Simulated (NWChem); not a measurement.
## Lowest excitation of HClSi

```
Si
H 1 1.5382
Cl 1 2.0903 2 95.27
```
Charge 0, spin multiplicity 1.

Everything below was run with NWChem. All single points use one geometry, from PBE0/def2-SVP, a minimum by its harmonic frequencies.

Basis set: def2-SVPD.

```tsv
method	lowest vertical singlet excitation energy (eV)	relative cost	difference from EOM-CCSD
EOM-CCSD	2.87	4	0.00
TD-PBE	2.52	1	-0.34
CIS	3.08	under 3	+0.22
TDA-BHandHLYP	2.92	under 3	+0.06
TD-B3LYP	2.67	under 3	-0.20
```

The values span 0.56 eV, from TD-PBE (lowest) to CIS (highest). Relative cost: rough, from shared machines, SCF included, TD-PBE = 1.

The correlated methods keep 10 core orbitals frozen. B3LYP has NWChem's definition, with VWN1-RPA local correlation. The structure started from a generated list of species. Coupled-cluster values serve here as a point of comparison, not as the truth.
